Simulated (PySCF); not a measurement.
Relaxation of quartet ReH₄

Computed with PySCF, UPBE0, basis Re def2-TZVP with ECP60, H def2-TZVP (scalar-relativistic core potentials, no spin–orbit coupling, density fitting). A (50,194) grid was used.

A start at or just off a symmetric point, pushed along the force that breaks its symmetry, of D2d symmetry, free to break it:

```xyz
5
charge 0 multiplicity 4, angstrom
Re    0.0000    0.0000    0.0000
H     1.3316   -0.0001    1.0170
H    -1.3316    0.0000    1.0170
H     0.0000    1.3317   -1.0170
H     0.0000   -1.3316   -1.0171
```

Problem. What does it relax to?

Solution. It ends at D2d with Re–H 1.683 Å (×4); H–Re–H 72.3° (×2), H–Re–H 130.7° (×4). A frequency run shows a minimum. Other isomers or separated fragments may lie lower.

Problem. How much energy is released, and in how many steps?

Solution. 58.2 kJ/mol in 6 steps.

With open d or f shells other occupations or spin states may lie lower. At this level a doublet minimum of D2d symmetry lies 9 kJ/mol below this structure. Spin–orbit coupling, left out here, can matter for elements this heavy.
